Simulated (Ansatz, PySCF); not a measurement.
Dimer: H2O (SMILES O) (first 3 atoms) with HCl (SMILES Cl); geometry from B3LYP-D3(BJ)/def2-TZVP, rigid monomers moved along the line of their centres of mass till O1···H5 is 1.66 Å.
(charge 0, multiplicity 1):
```xyz
5

O      0.21157     0.56182     0.17731
H      0.72368    -0.15698    -0.20990
H     -0.66149     0.51655    -0.22834
Cl     0.08841     0.38973     3.13225
H      0.16425     0.51006     1.83575
```

Interaction energies are E(AB) − E(A) − E(B) at the monomers' geometry in the complex; basis-set methods are counterpoise corrected. Rows marked so take none.

Rows in 6-31G* carry no dispersion term and start afresh at each structure (6-31G* with six Cartesian d functions).

Codes used: Ansatz (Gaussian orbitals); PySCF for 6-31G* rows, the dispersion terms. Each number belongs to the level named beside it.

### Question
One of these levels gives -366.3 meV for the interaction energy. Name it.
A. r2SCAN-D3(BJ)/def2-TZVPPD
B. PBE/def2-TZVPPD
C. HF/6-31G*
D. B3LYP/6-31G* (no counterpoise)

### Answer
D, B3LYP/6-31G* (no counterpoise). The others give -139.6 (HF/6-31G*), -241.2 (PBE/def2-TZVPPD), -264.0 (r2SCAN-D3(BJ)/def2-TZVPPD)

Ansatz is an electronic-structure program.
